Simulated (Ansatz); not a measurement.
# A geometry optimisation of AlClFHO with PBE0-D3(BJ)/def2-SVP

The starting geometry of this gas-phase singlet was optimised with GFN2-xTB.

```xyz
5

Al    0.0761   -0.1129   -0.5350
Cl   -1.0491   -1.7511    0.7180
F     1.0244   -1.2019   -1.3378
O    -0.5758    1.2310   -0.0445
H    -1.7447   -0.8696    1.2995
```

Q: Predict what becomes of its bonds when it is optimised with PBE0-D3(BJ)/def2-SVP.

A: It rearranges to `[OH][Al]([F])[Cl]`. Distances that change by over a tenth: Al1–Cl2 (2.35 → 2.08 Å). Contacts that open: Cl2–H5 (1.26 → 3.53 Å). Contacts that close: O4–H5 (2.75 → 0.96 Å).

The energy falls by 4.03 eV over 18 steps:

```
step  E − E(last) (eV)
   1             4.035
   3             3.771
   5             3.188
   7             1.806
   9             0.961
  10             0.573
  12             0.100
  14             0.002
  16             0.000
  18             0.000
```

Final geometry (Å):

```yaml
atoms:
  - { symbol: Al, position_ang: [-0.1761, -0.8071, -0.2206] }
  - { symbol: Cl, position_ang: [-0.8467, -2.5947, 0.6086] }
  - { symbol: F, position_ang: [1.0142, -0.8682, -1.3622] }
  - { symbol: O, position_ang: [-0.7866, 0.6978, 0.2145] }
  - { symbol: H, position_ang: [-1.4738, 0.8676, 0.8599] }
```

Frequencies at the end are all real (lowest 185 cm⁻¹). Run with Ansatz 0.2.0, 73 s on 1 thread of Intel(R) Xeon(R) Processor @ 2.50GHz (Skylake/Cascade Lake), with other jobs on the host.
